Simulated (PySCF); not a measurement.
PySCF input file for Cl3Ga, SMILES [Ga]([Cl])([Cl])[Cl] (connectivity only; charge and spin as stated), charge +1, multiplicity 2, TDA-PBE0/def2-SVPD. The structure is a stationary point at B3LYP-D3(BJ)/def2-SVP. The spin state was assumed, not searched. The isomer is the one that the SMILES or the coordinates give; other isomers of the formula were not compared.

```python
import numpy as np
from pyscf import gto, scf, dft, tdscf

mol = gto.M(
    atom='''
    Ga   -0.00000000    0.00000000   -0.26851020
    Cl    0.00000000   -1.42597275    1.41390504
    Cl    0.00000000   -0.00000000   -2.33817383
    Cl    0.00000000    1.42597275    1.41390503
    ''',
    basis='def2-SVPD',
    charge=1,
    spin=1,
    max_memory=1600,
    verbose=4,
)
mf = dft.UKS(mol, xc='pbe0').density_fit(auxbasis='def2-universal-jkfit')
mf.grids.level = 3
mf.conv_tol = 1e-9
mf.max_cycle = 100
mf.kernel()
fine, coarse = mf.grids, dft.Grids(mol).set(level=1).build(with_non0tab=True)
for _ in range(3):  # follow internal instabilities
    mf.grids = coarse
    mo, _, stable, _ = mf.stability(return_status=True, nroots=4)
    mf.grids = fine
    if stable:
        break
    mf.kernel(mf.make_rdm1(mo, mf.mo_occ))
mf.grids = dft.Grids(mol).set(level=1).build(with_non0tab=True)  # coarser grid for the response kernel
td = tdscf.TDA(mf)
td.nstates = 10
td.conv_tol = 1e-4
td.positive_eig_threshold = 1e-6
td.kernel(x0=td.get_init_guess(mf, 15))
td.analyze()
```

It prints:

```
PySCF version 2.14.0

[INPUT] verbose = 4
[INPUT] num. atoms = 4
[INPUT] num. electrons = 81
[INPUT] charge = 1
[INPUT] spin (= nelec alpha-beta = 2S) = 1
[INPUT] symmetry False subgroup None
[INPUT] Mole.unit = angstrom
[INPUT] Symbol           X                Y                Z      unit          X                Y                Z       unit  Magmom
[INPUT]  1 Ga     0.000000000000   0.000000000000  -0.268510200000 AA    0.000000000000   0.000000000000  -0.507410739652 Bohr   0.0
[INPUT]  2 Cl     0.000000000000  -1.425972750000   1.413905040000 AA    0.000000000000  -2.694697958593   2.671893291742 Bohr   0.0
[INPUT]  3 Cl     0.000000000000   0.000000000000  -2.338173830000 AA    0.000000000000   0.000000000000  -4.418508170325 Bohr   0.0
[INPUT]  4 Cl     0.000000000000   1.425972750000   1.413905030000 AA    0.000000000000   2.694697958593   2.671893272845 Bohr   0.0

nuclear repulsion = 517.469524016679
number of shells = 47
number of NR pGTOs = 215
number of NR cGTOs = 119
basis = def2-SVPD
ecp = {}


[settings echo left out]
init E= -3303.94045797756
  alpha nocc = 41  HOMO = -0.338795051070675  LUMO = -0.124423032061974
  beta  nocc = 40  HOMO = -0.375062282786883  LUMO = -0.338795051070677

WARN: HOMO -0.338795051070675 >= LUMO -0.338795051070677

cycle= 1 E= -3303.74791162739  delta_E= 0.193  |g|= 0.471  |ddm|= 2.09
  alpha nocc = 41  HOMO = -0.545424341302752  LUMO = -0.371284659799695
  beta  nocc = 40  HOMO = -0.544975394607032  LUMO = -0.492591984768578
  HOMO = -0.544975394607  LUMO = -0.492591984769  gap/eV = 1.42543
cycle= 2 E= -3303.64106838365  delta_E= 0.107  |g|= 0.72  |ddm|= 1.78
  alpha nocc = 41  HOMO = -0.576225166454658  LUMO = -0.321245767394528
  beta  nocc = 40  HOMO = -0.575419385480722  LUMO = -0.467812869875377
  HOMO = -0.575419385481  LUMO = -0.467812869875  gap/eV = 2.92812
cycle= 3 E= -3303.84090701884  delta_E= -0.2  |g|= 0.0485  |ddm|= 1.06
  alpha nocc = 41  HOMO = -0.553468604950025  LUMO = -0.309540213265559
  beta  nocc = 40  HOMO = -0.552933837407805  LUMO = -0.460685342365721
  HOMO = -0.552933837408  LUMO = -0.460685342366  gap/eV = 2.51021
cycle= 4 E= -3303.84185614433  delta_E= -0.000949  |g|= 0.0224  |ddm|= 0.107
  alpha nocc = 41  HOMO = -0.558276189298025  LUMO = -0.307628013318858
  beta  nocc = 40  HOMO = -0.557659551792471  LUMO = -0.456218489533116
  HOMO = -0.557659551792  LUMO = -0.456218489533  gap/eV = 2.76035
cycle= 5 E= -3303.84215631097  delta_E= -0.0003  |g|= 0.00425  |ddm|= 0.0398
  alpha nocc = 41  HOMO = -0.557899589989694  LUMO = -0.308146245426494
  beta  nocc = 40  HOMO = -0.557310043304863  LUMO = -0.457298298423527
  HOMO = -0.557310043305  LUMO = -0.457298298424  gap/eV = 2.72146
cycle= 6 E= -3303.84216910765  delta_E= -1.28e-05  |g|= 0.00117  |ddm|= 0.00822
  alpha nocc = 41  HOMO = -0.558067551166313  LUMO = -0.308231158596274
  beta  nocc = 40  HOMO = -0.557468492054811  LUMO = -0.45686800291669
  HOMO = -0.557468492055  LUMO = -0.456868002917  gap/eV = 2.73748
cycle= 7 E= -3303.84217092789  delta_E= -1.82e-06  |g|= 0.000436  |ddm|= 0.00343
  alpha nocc = 41  HOMO = -0.558003671124414  LUMO = -0.30819502270089
  beta  nocc = 40  HOMO = -0.557403913348472  LUMO = -0.456911694160404
  HOMO = -0.557403913348  LUMO = -0.45691169416  gap/eV = 2.73453
cycle= 8 E= -3303.84217133265  delta_E= -4.05e-07  |g|= 0.000202  |ddm|= 0.00154
  alpha nocc = 41  HOMO = -0.558033395738398  LUMO = -0.308216088784481
  beta  nocc = 40  HOMO = -0.557430991566901  LUMO = -0.456913168690037
  HOMO = -0.557430991567  LUMO = -0.45691316869  gap/eV = 2.73523
cycle= 9 E= -3303.84217148921  delta_E= -1.57e-07  |g|= 7.58e-05  |ddm|= 0.00116
  alpha nocc = 41  HOMO = -0.55802707964126  LUMO = -0.308209808513271
  beta  nocc = 40  HOMO = -0.557423556593576  LUMO = -0.456912520371403
  HOMO = -0.557423556594  LUMO = -0.456912520371  gap/eV = 2.73504
cycle= 10 E= -3303.84217151832  delta_E= -2.91e-08  |g|= 2.02e-05  |ddm|= 0.000681
  alpha nocc = 41  HOMO = -0.558029657774532  LUMO = -0.308211492016287
  beta  nocc = 40  HOMO = -0.557426002131466  LUMO = -0.456913381137548
  HOMO = -0.557426002131  LUMO = -0.456913381138  gap/eV = 2.73509
cycle= 11 E= -3303.84217151902  delta_E= -6.99e-10  |g|= 1.06e-05  |ddm|= 8.77e-05
  alpha nocc = 41  HOMO = -0.558029058166956  LUMO = -0.308209476975138
  beta  nocc = 40  HOMO = -0.557425421910153  LUMO = -0.456913002382461
  HOMO = -0.55742542191  LUMO = -0.456913002382  gap/eV = 2.73508
Extra cycle  E= -3303.84217151907  delta_E= -5.18e-11  |g|= 1.08e-05  |ddm|= 3.11e-05
converged SCF energy = -3303.84217151907  <S^2> = 0.75533082  2S+1 = 2.0053237
tot grids = 26368
uhf_internal: lowest eigs of H = [0.06827497 0.11584827 0.17100721 0.18597282]
<class 'pyscf.df.df_jk.DFUKS'> wavefunction is stable in the internal stability analysis
tot grids = 26368
Overwritten attributes  positive_eig_threshold  of <class 'pyscf.tdscf.uks.TDA'>


******** <class 'pyscf.tdscf.uks.TDA'> for <class 'pyscf.df.df_jk.DFUKS'> ********
nstates = 10
deg_eia_thresh = 1.000e-03
wfnsym = None
conv_tol = 0.0001
eigh lindep = 1e-12
eigh level_shift = 0
eigh max_cycle = 100


Excitation energies (eV)
[0.9946603  1.62265103 1.6603608  2.19928114 2.48434281 2.60662913
 3.90088048 4.74782184 4.85129735 5.29566178]

** Excitation energies and oscillator strengths **
Excited State   1:      0.99466 eV   1246.50 nm  f=0.0001
      38b ->   41b      0.99859
Excited State   2:      1.62265 eV    764.08 nm  f=0.0000
      35b ->   41b     -0.33750
      40b ->   41b     -0.94068
Excited State   3:      1.66036 eV    746.73 nm  f=0.0000
      36b ->   41b      0.65330
      39b ->   41b     -0.75569
Excited State   4:      2.19928 eV    563.75 nm  f=0.0000
      36b ->   41b     -0.75500
      39b ->   41b     -0.65478
Excited State   5:      2.48434 eV    499.06 nm  f=0.0722
      35a ->   42a     -0.10153
      33b ->   41b      0.16957
      34b ->   41b     -0.25416
      35b ->   42b     -0.10473
      37b ->   41b     -0.92102
Excited State   6:      2.60663 eV    475.65 nm  f=0.0000
      35b ->   41b      0.93950
      40b ->   41b     -0.33882
Excited State   7:      3.90088 eV    317.84 nm  f=0.0860
      35a ->   42a     -0.12667
      41a ->   42a     -0.12788
      33b ->   41b     -0.11744
      34b ->   41b      0.92630
      37b ->   41b     -0.20652
Excited State   8:      4.74782 eV    261.14 nm  f=0.0003
      41a ->   42a      0.74840
      40b ->   42b     -0.65224
Excited State   9:      4.85130 eV    255.57 nm  f=0.0001
      40a ->   42a      0.76218
      39b ->   42b     -0.63387
Excited State  10:      5.29566 eV    234.12 nm  f=0.0271
      41a ->   42a      0.61592
      33b ->   41b      0.22802
      34b ->   41b      0.13801
      40b ->   42b      0.72214

** Transition electric dipole moments (AU) **
state          X           Y           Z        Dip. S.      Osc.
  1        -0.0476      0.0000     -0.0000      0.0023      0.0001
  2         0.0000     -0.0000     -0.0180      0.0003      0.0000
  3         0.0000     -0.0000     -0.0000      0.0000      0.0000
  4        -0.0000     -0.0000     -0.0000      0.0000      0.0000
  5        -0.0000      1.0891      0.0000      1.1862      0.0722
  6         0.0000     -0.0000      0.0025      0.0000      0.0000
  7        -0.0000      0.9484      0.0000      0.8995      0.0860
  8         0.0000      0.0484      0.0000      0.0023      0.0003
  9         0.0240     -0.0000     -0.0000      0.0006      0.0001
 10         0.0000      0.4567     -0.0000      0.2086      0.0271

** Transition velocity dipole moments (imaginary part, AU) **
state          X           Y           Z        Dip. S.      Osc.
  1        -0.0207      0.0000      0.0000      0.0004      0.0078
  2         0.0000      0.0000     -0.0119      0.0001      0.0016
  3         0.0000     -0.0000     -0.0000      0.0000      0.0000
  4        -0.0000      0.0000      0.0000      0.0000      0.0000
  5        -0.0000     -0.0849      0.0000      0.0072      0.0526
  6         0.0000      0.0000      0.0192      0.0004      0.0026
  7        -0.0000     -0.0286      0.0000      0.0008      0.0038
  8         0.0000      0.0021      0.0000      0.0000      0.0000
  9         0.0037      0.0000     -0.0000      0.0000      0.0001
 10         0.0000      0.0534     -0.0000      0.0029      0.0098

** Transition magnetic dipole moments (imaginary part, AU) **
state          X           Y           Z
  1         0.0000      0.3676     -0.0000
  2         0.0000      0.0000      0.0000
  3        -0.0000     -0.0000     -0.6191
  4         0.0000      0.0000      0.4214
  5        -0.1786      0.0000      0.0000
  6         0.0000      0.0000     -0.0000
  7         0.7199     -0.0000     -0.0000
  8         0.0046     -0.0000     -0.0000
  9        -0.0000      0.0120     -0.0000
 10        -0.2760      0.0000      0.0000
```

The run converged.
